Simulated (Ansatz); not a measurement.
`[F][Ge][SH]` + H₂O → `[OH][Ge][SH]` + H–F at 500 K and 1 bar (formal hydrolysis of a Ge–F bond).

Isolated molecules relaxed with PBE0-D4/def2-TZVP in Ansatz; ΔE leaves out vibrations. CCSD(T)/CBS is the MP2 limit (def2-TZVPP, def2-QZVPP) plus CCSD(T) − MP2 in def2-TZVPP, frozen cores. This one scheme is used for every species. For Ge outer-core shells are correlated without core-valence functions, which leaves a few kJ/mol of doubt a bond. Scalar relativity is left out up to krypton. Each species was taken in one conformer, which may not be the lowest.

```tsv
species	CCSD(T)/CBS energy (Eh)	H − E (kJ/mol)	S (J/(mol·K))
`[F][Ge][SH]`	-2574.33845	57.0	329.6
H₂O	-76.37941	73.2	206.3
`[OH][Ge][SH]`	-2550.31266	90.8	340.9
H–F	-100.39570	39.4	188.7
```

H − E and S are ideal-gas, rigid-rotor, harmonic terms from PBE0-D4/def2-TZVP, for one conformer and one mirror image of each species. 1 Eh = 2625.50 kJ/mol, R = 8.31446 J/(mol·K).

Question: By hand: ΔE, ΔH, ΔS and ΔG.

Answer: ΔE = (-2550.31266) + (-100.39570) − (-2574.33845) − (-76.37941) = 0.00950 Eh = 24.9 kJ/mol. Δ(H − E) = 90.8 + 39.4 − 57.0 − 73.2 = 0.0, so ΔH = 24.9 kJ/mol. ΔS = 340.9 + 188.7 − 329.6 − 206.3 = -6.3 J/(mol·K). ΔG = 24.9 − 500 × (-6.3)/1000 = 28.0 kJ/mol.

Question: By hand: the equilibrium constant, and the temperature at which ΔG would vanish if ΔH and ΔS stayed fixed.

Answer: log₁₀ K = −ΔG/(RT ln 10) = -2.9. ΔH and −TΔS have one sign here, so there is no such temperature.

The number of gas molecules stays the same, so ΔS is small and ΔH decides. A doubt of 5 kJ/mol in ΔE shifts log₁₀ K by 0.5 here. Other conformers and mirror images would add mixing entropy, several J/(mol·K) or more a flexible species. These are equilibria of isolated gas molecules and say nothing of rates. Largest T1 diagnostic: 0.015 (customary marks: 0.02 for closed shells, 0.045 for open ones).

ΔS is within the doubt of such terms, so its sign, and with it that verdict, could turn.
